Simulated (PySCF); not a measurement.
One molecule, many functionals

Species: amminetrifluoroboron, BF3H3N.
SMILES with atom numbers: `[NH3+:1][B-:2]([F:3])([F:4])[F:5]` (hydrogens: H6, H7, H8 on N1)

Linear-response calculations in the def2-SVPD basis (PySCF; singlets by full response, triplets Tamm–Dancoff, core orbitals frozen in the response; HF means time-dependent Hartree–Fock). 'Strongest' is the level of largest summed f among the singlets computed (10 roots, of which the last may lack a degenerate partner); it can jump between rows when another state enters that window. S1 is the lowest singlet of each run and needn't be the same state throughout; f(S1) is that of one state. Geometry: PBE0-D3(BJ)/def2-SVP; no solvent, vibrations or thermal averaging.

```json
{"functional": "LDA", "kind": "LDA", "S1 (eV)": "7.27", "f(S1)": "0.000", "strongest (eV)": "7.74", "T1 (eV)": "7.25", "HOMO (eV)": "-8.49", "gap (eV)": "7.26", "ionisation energy, ΔSCF (eV)": "12.56"}
{"functional": "PBE", "kind": "GGA", "S1 (eV)": "7.05", "f(S1)": "0.000", "strongest (eV)": "7.57", "T1 (eV)": "7.03", "HOMO (eV)": "-8.27", "gap (eV)": "7.05", "ionisation energy, ΔSCF (eV)": "12.33"}
{"functional": "B3LYP", "kind": "global hybrid, 20% exact exchange", "S1 (eV)": "8.37", "f(S1)": "0.000", "strongest (eV)": "8.48", "T1 (eV)": "8.23", "HOMO (eV)": "-10.09", "gap (eV)": "9.27", "ionisation energy, ΔSCF (eV)": "13.01"}
{"functional": "PBE0", "kind": "global hybrid, 25% exact exchange", "S1 (eV)": "8.83", "f(S1)": "0.070", "strongest (eV)": "8.83", "T1 (eV)": "8.53", "HOMO (eV)": "-10.40", "gap (eV)": "9.95", "ionisation energy, ΔSCF (eV)": "13.04"}
{"functional": "BHandHLYP", "kind": "global hybrid, 50% exact exchange", "S1 (eV)": "9.68", "f(S1)": "0.096", "strongest (eV)": "11.60", "T1 (eV)": "9.34", "HOMO (eV)": "-12.40", "gap (eV)": "12.42", "ionisation energy, ΔSCF (eV)": "13.63"}
{"functional": "wB97X-D", "kind": "range-separated hybrid", "S1 (eV)": "9.36", "f(S1)": "0.098", "strongest (eV)": "9.36", "T1 (eV)": "9.10", "HOMO (eV)": "-12.40", "gap (eV)": "13.69", "ionisation energy, ΔSCF (eV)": "13.19"}
{"functional": "LC-wPBE", "kind": "range-separated hybrid", "S1 (eV)": "9.68", "f(S1)": "0.097", "strongest (eV)": "9.68", "T1 (eV)": "9.34", "HOMO (eV)": "-13.23", "gap (eV)": "14.61", "ionisation energy, ΔSCF (eV)": "13.45"}
{"functional": "HF", "kind": "Hartree–Fock", "S1 (eV)": "11.24", "f(S1)": "0.112", "strongest (eV)": "13.91", "T1 (eV)": "10.64", "HOMO (eV)": "-15.27", "gap (eV)": "16.95", "ionisation energy, ΔSCF (eV)": "not settled"}
```

Problem. What does CAM-B3LYP (range-separated hybrid) give?

Solution. S1 (eV) 9.02, f(S1) 0.091, strongest (eV) 9.02, T1 (eV) 8.73, HOMO (eV) -11.99, gap (eV) 12.16, ionisation energy, ΔSCF (eV) 13.33. S1 runs from 7.05 eV (PBE) to 11.24 eV (HF), a spread of 4.19 eV, while the orbital gap spreads over 9.9 eV. Along PBE (0%), B3LYP (20%), PBE0 (25%), BHandHLYP (50%), HF (100%) S1 rises with the share of exact exchange. −ε(HOMO) comes closest to its own ΔSCF ionisation energy with LC-wPBE (-0.22 eV) and misses most with LDA (-4.07 eV). 'Not settled' means that the ion's SCF failed to converge or may have ended in another state than the lowest.
